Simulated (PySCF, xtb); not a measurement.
Cr(CO) (CCrO), SMILES [O+]#[C-]->[Cr] (connectivity only; charge and spin as stated), neutral, multiplicity 7.

Harmonic wavenumbers (cm⁻¹) from GFN2-xTB run with xtb at its own minimum, in rising order: 225, 610, 1712.

Question: What does B3LYP-D3(BJ)/def2-TZVP in PySCF 2.14.0 give at its own minimum? (The exact figures need the calculation; the answer reports its results.)

Answer: 175, 255, 2027. Paired by order, the mean absolute difference is 240 cm⁻¹ and the zero-point energies are 3.6 and 3.5 kcal/mol.
